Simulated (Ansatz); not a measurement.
Series N+XY, Y = methyl, computed as singlets and as triplets. Gas-phase values, no solvent. One relaxed conformer stands for each flexible species; it need not be the lowest. Strings in code marks are SMILES.

Quantity: adiabatic spin-state energy, in kcal/mol. The DFT solution of `C#C[N+]C` is unstable or spin-contaminated; the geometry comes from it.

Level 1: CAM-B3LYP/cc-pVTZ // B3LYP-D3(BJ)/def2-TZVP (Ansatz, a quantum-chemistry and plane-wave program)
Level 2: LDA/cc-pVTZ // B3LYP-D3(BJ)/def2-TZVP (Ansatz)
Level 3: PBE0/cc-pVTZ // B3LYP-D3(BJ)/def2-TZVP (Ansatz)
Level 4: r2SCAN0/cc-pVTZ // B3LYP-D3(BJ)/def2-TZVP (Ansatz)

```json
[
 {"species": "`C[N+]C=O`: multiplicity 3 minus multiplicity 1", "level 1": "?", "level 2": "3.39", "level 3": "-6.68", "level 4": "-12.5"},
 {"species": "`C[N+]C`: multiplicity 3 minus multiplicity 1", "level 1": "-4.57", "level 2": "5.34", "level 3": "-5.06", "level 4": "-11.0"},
 {"species": "`C#C[N+]C`: multiplicity 3 minus multiplicity 1", "level 1": "?", "level 2": "?", "level 3": "-22.0", "level 4": "-27.9"},
 {"species": "`C=C[N+]C`: multiplicity 3 minus multiplicity 1", "level 1": "3.67", "level 2": "8.90", "level 3": "2.50", "level 4": "-3.35"},
 {"species": "`C[N+]S`: multiplicity 3 minus multiplicity 1", "level 1": "20.3", "level 2": "?", "level 3": "?", "level 4": "15.6"}
]
```

**Question.** Some entries are withheld; supply them.

**Answer.** 
- `C[N+]C=O`: multiplicity 3 minus multiplicity 1, level 1: -7.14
- `C#C[N+]C`: multiplicity 3 minus multiplicity 1, level 1: -21.1
- `C#C[N+]C`: multiplicity 3 minus multiplicity 1, level 2: -13.7
- `C[N+]S`: multiplicity 3 minus multiplicity 1, level 2: 26.6
- `C[N+]S`: multiplicity 3 minus multiplicity 1, level 3: 19.9
